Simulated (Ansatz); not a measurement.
A run for Ansatz (a first-principles code): R-PBE/def2-TZVPP on CH4OPb (SMILES C[O][PbH]), a point of a torsion scan. Elements past Kr take the def2 small-core potentials; no spin–orbit coupling.

Ansatz 0.2 input:
```yaml
crystal:
  periodic: [false, false, false]
  atoms:
    - {symbol: C, position_ang: [-0.96478644, -0.25608957, 0.01157466]}
    - {symbol: O, position_ang: [0.15843556, 0.52965862, -0.10083775]}
    - {symbol: Pb, position_ang: [2.09585445, 1.20522953, -0.06282343]}
    - {symbol: H, position_ang: [-1.01867498, -0.96959527, -0.82310745]}
    - {symbol: H, position_ang: [-1.86566471, 0.37143440, -0.02160101]}
    - {symbol: H, position_ang: [-0.97700118, -0.82073062, 0.95526723]}
    - {symbol: H, position_ang: [2.48076420, 0.99790201, 1.76327107]}
basis:
  gaussian:
    orbitals: def2-TZVPP
hamiltonian:
  xc: {name: PBE}
scf: {lower_state_search: off}
```

Q: Give the final energy of this run.

A: -308.5243 hartree.
